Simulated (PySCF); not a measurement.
HfF and its ions

PBE0; Hf def2-TZVPPD with ECP60, F def2-TZVPPD; scalar-relativistic core potentials (PySCF 2.14). Neutral (UKS): doublet (δ ↑), Re = 1.858 Å, ωe = 673 cm⁻¹, HOMO -5.04 eV, LUMO -1.92 eV.

HfF⁺ (UKS): triplet (σ ↑, δ ↑), Re = 1.814 Å, ωe = 754 cm⁻¹. The energies at the minima are -147.76678 hartree for HfF and -147.50739 for HfF⁺.

**Question.** Work out the adiabatic ionisation energy, without and with harmonic zero-point energies (1 hartree = 27.2114 eV, 1 eV = 8065.5 cm⁻¹), and the change of the bond length.

**Answer.** At PBE0: 0.25939 hartree = 7.058 eV between the minima; the zero-point term (754.0 − 673.0)/2 cm⁻¹ = +0.005 eV makes it 7.063 eV. Re changes by -4.4 pm against the neutral. The electron leaves a σ orbital, and the shorter bond of the ion fits an antibonding orbital, or a change in how ionic the bond is.

De is left out where the level can put another filling of the metal’s s and d shells below the measured ground configuration, by anything from nothing to about 1 eV. Spin–orbit coupling is left out, which matters for elements this heavy, above all for dissociation energies. The state is the lowest single determinant that the PBE0 search found; with open d or f shells the true ground state can be another one.
